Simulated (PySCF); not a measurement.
## Ionising BTe

r²SCAN; B def2-SVPD, Te def2-SVPD with ECP28; scalar-relativistic core potentials (PySCF 2.14). Neutral (UKS): doublet (σ ↑), Re = 1.962 Å, ωe = 828 cm⁻¹, De = 4.26 eV, HOMO -6.70 eV, LUMO -3.92 eV.

BTe⁻ (UKS): singlet (closed shell), Re = 2.080 Å, ωe = 661 cm⁻¹, De = 4.32 eV to B + Te⁻. The energies at the minima are -292.84435 hartree for BTe and -292.92184 for BTe⁻.

Question: Work out the adiabatic electron affinity, without and with harmonic zero-point energies (1 hartree = 27.2114 eV, 1 eV = 8065.5 cm⁻¹), and the change of the bond length.

Answer: At r²SCAN: 0.07749 hartree = 2.109 eV between the minima; the zero-point term (828.0 − 661.0)/2 cm⁻¹ = +0.010 eV makes it 2.119 eV. Re changes by +11.8 pm against the neutral. The electron enters a σ orbital; the charge polarises the partner, so the anion is bound more strongly.

These are scalar-relativistic numbers at best; spin–orbit coupling would shift them, the dissociation energy most. For an ion De counts to the pair picked by the measured ionisation energies or electron affinities, which need not be the lowest pair at this level. The highest Kohn–Sham level is positive in this anion. Much of that is self-interaction error, but it also means that the finite basis helps to hold the extra electron. States were picked by a PBE0 search and need not be the measured ground states.
